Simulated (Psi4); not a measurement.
sulfur atom (S), triplet. Base run: BLYP/def2-SVP (Psi4).

Input for Psi4:
```
memory 2 GB

molecule mol {
0 3
  S     0.000000    0.000000    0.000000
}

set basis def2-svp
set reference uks

energy('blyp')
print_variables()
```

Each row names what was changed in the base input (with any setting that the change needs).

```
change                                    E (Eh)  SCF-reference <S^2>        outcome
------------------------------------  ----------  -------------------  -------------
base                                  -397.97688                2.002      converged
functional = b3lyp                    -397.99517                2.002      converged
functional = hf (with energy('scf'))  -397.36638                2.006      converged
functional = mn15                     -397.83257                2.001      converged
functional = pbe                      -397.80064                2.002      converged
functional = bp86                     -398.01326                2.002      converged
functional = x3lyp                    -397.94876                2.002      converged
functional = dsd-pbep86               -397.66407                2.005      converged
functional = revpbe                   -397.90411                2.002      converged
functional = svwn                              -                    -  not converged
functional = m06-2x                   -397.96124                2.002      converged
functional = r2scan                   -397.94922                2.004      converged
functional = wb97x-v                  -397.91319                2.002      converged
```

Total energies compare only within one method and basis.

Open shells are given as the SCF converged; they aren't shown to be the lowest states, and a large step between rows can be another state.
